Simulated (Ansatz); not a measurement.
Reaction (atomization): `N[SiH](O)CBr` → Br• + C• + 6 H• + N• + O• + Si•

Isolated molecules relaxed with PBE0-D4/def2-TZVP in Ansatz; ΔE leaves out vibrations. CBS: MP2 limit from def2 TZ/QZ plus the TZ coupled-cluster correction, frozen cores. This one scheme is used for every species, atoms too. DFT in def2-TZVPP. Open shells (•) are unrestricted, without spin–orbit coupling. Spin–orbit coupling would lower the free atoms: a little for C, O, Si; clearly for Br. For Br outer-core shells are correlated without core-valence functions, so the limit isn't a true one: a few kJ/mol of doubt a bond, and 10 to 20 or more in all where bonds break to atoms. Scalar relativity is left out up to krypton. One conformer a species, not always the lowest.

`N[SiH](O)CBr`:

Z-matrix (Å, degrees):
```
Si
O 1 1.647
C 1 1.878 2 110.8
N 1 1.697 2 112.4 3 120.1
H 1 1.489 2 108.7 3 -118.6
H 2 0.958 1 118.1 3 75.7
Br 3 1.950 1 110.6 2 68.8
H 3 1.090 1 112.9 2 -49.9
H 3 1.090 1 111.8 2 -172.9
H 4 1.008 1 118.9 2 -76.9
H 4 1.007 1 120.7 2 67.5
```

CCSD(T)/CBS gives +936.8 kcal/mol.

Q: Another level gave +935.2 kcal/mol. Which?
A. CCSD/def2-TZVPP
B. HF/def2-TZVPP
C. r2SCAN-D4/def2-TZVPP
D. ωB97M-V/def2-TZVPP

A: D. ωB97M-V 935.2, CCSD/def2-TZVPP 892.4, HF/def2-TZVPP 657.7, r2SCAN-D4 931.7 kcal/mol.

Largest T1 diagnostic among the species: 0.012.

From PBE to PBE0 (25 % exact exchange), in def2-TZVPP and without D4, ΔE moves by −16.4 kcal/mol: exact exchange takes away binding that semilocal exchange gives to molecules. The D4 term adds +10.1 kcal/mol with B3LYP and +5.3 kcal/mol with PBE0; it sums over pairs of atoms, weighted by their polarisabilities, and B3LYP, whose exchange is more repulsive, gets the larger term.

B3LYP here is the variant with VWN-RPA as its local correlation; programs differ in this.

For atomizations the MP2-based limit and the directly extrapolated one differ by several kJ/mol either way, and by 10 to 25 for some Ge, Se and Sn compounds, so smaller differences from it don't rank the levels.
